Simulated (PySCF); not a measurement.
## Computed NMR parameters against published values

Molfile (atoms numbered from 1):
```
C8H16
     RDKit          3D

 24 24  0  0  0  0  0  0  0  0999 V2000
   -2.1532    0.4152    1.3062 C   0  0  0  0  0  0  0  0  0  0  0  0
   -1.4096   -0.2352    0.1440 C   0  0  0  0  0  0  0  0  0  0  0  0
   -2.2412   -0.1565   -1.1320 C   0  0  0  0  0  0  0  0  0  0  0  0
   -0.0173    0.3751   -0.0391 C   0  0  0  0  0  0  0  0  0  0  0  0
    0.7885   -0.1765   -1.2223 C   0  0  0  0  0  0  0  0  0  0  0  0
    2.2276    0.1870   -0.8789 C   0  0  0  0  0  0  0  0  0  0  0  0
    2.3177   -0.1367    0.6129 C   0  0  0  0  0  0  0  0  0  0  0  0
    0.9226    0.1956    1.1799 C   0  0  0  0  0  0  0  0  0  0  0  0
   -2.3329    1.4843    1.1030 H   0  0  0  0  0  0  0  0  0  0  0  0
   -3.1330   -0.0602    1.4688 H   0  0  0  0  0  0  0  0  0  0  0  0
   -1.5883    0.3461    2.2477 H   0  0  0  0  0  0  0  0  0  0  0  0
   -1.2613   -1.3051    0.3890 H   0  0  0  0  0  0  0  0  0  0  0  0
   -2.3566    0.8904   -1.4600 H   0  0  0  0  0  0  0  0  0  0  0  0
   -3.2509   -0.5657   -0.9721 H   0  0  0  0  0  0  0  0  0  0  0  0
   -1.7830   -0.7170   -1.9599 H   0  0  0  0  0  0  0  0  0  0  0  0
   -0.1551    1.4594   -0.2124 H   0  0  0  0  0  0  0  0  0  0  0  0
    0.6805   -1.2760   -1.2655 H   0  0  0  0  0  0  0  0  0  0  0  0
    0.4573    0.2209   -2.1932 H   0  0  0  0  0  0  0  0  0  0  0  0
    2.3840    1.2669   -1.0451 H   0  0  0  0  0  0  0  0  0  0  0  0
    2.9755   -0.3455   -1.4861 H   0  0  0  0  0  0  0  0  0  0  0  0
    2.5289   -1.2110    0.7390 H   0  0  0  0  0  0  0  0  0  0  0  0
    3.1290    0.4040    1.1228 H   0  0  0  0  0  0  0  0  0  0  0  0
    0.9420    1.1041    1.8003 H   0  0  0  0  0  0  0  0  0  0  0  0
    0.5619   -0.6148    1.8338 H   0  0  0  0  0  0  0  0  0  0  0  0
  1  2  1  0
  2  3  1  0
  2  4  1  0
  4  5  1  0
  5  6  1  0
  6  7  1  0
  7  8  1  0
  8  4  1  0
  1  9  1  0
  1 10  1  0
  1 11  1  0
  2 12  1  0
  3 13  1  0
  3 14  1  0
  3 15  1  0
  4 16  1  0
  5 17  1  0
  5 18  1  0
  6 19  1  0
  6 20  1  0
  7 21  1  0
  7 22  1  0
  8 23  1  0
  8 24  1  0
M  END
```

Measured values that the calculation should reproduce: δ 13C C4 47.4; C5/C8 30.0; C6/C7 24.7 ppm (measured; solution, not stated per compound (mostly CDCl3 or CCl4); Pretsch, Buehlmann, Badertscher, Structure Determination of Organic Compounds, 4th ed. (2009)).

[PySCF: CAM-B3LYP/pcSseg-1 with gauge-including orbitals; PBE0-D3(BJ)/def2-SVP geometry; one averaged value for each set of equivalent atoms; non-relativistic Hamiltonian; a single conformation; no solvent]

**Question.** How close does the calculation come?

**Answer.** 
Reference values: measured (solution, not stated per compound (mostly CDCl3 or CCl4); Pretsch, Buehlmann, Badertscher, Structure Determination of Organic Compounds, 4th ed. (2009)).
```
atoms  quantity  reference  computed
   C4     δ 13C       47.4      50.0
C5/C8     δ 13C       30.0      34.1
C6/C7     δ 13C       24.7      28.9
```

Computed shifts are σ(ref) − σ with the named reference compound (TMS for H and C) calculated as an isolated molecule at the same level.

**Question.** How far are the unscaled 13C shifts from the references?

**Answer.** Mean signed difference +3.63 ppm, mean absolute 3.63 ppm over 3 comparisons; the largest is +4.2 ppm at C6/C7 (sp3 CH2 in a ring).

3 of the 6 published NMR values on file for this molecule are compared.
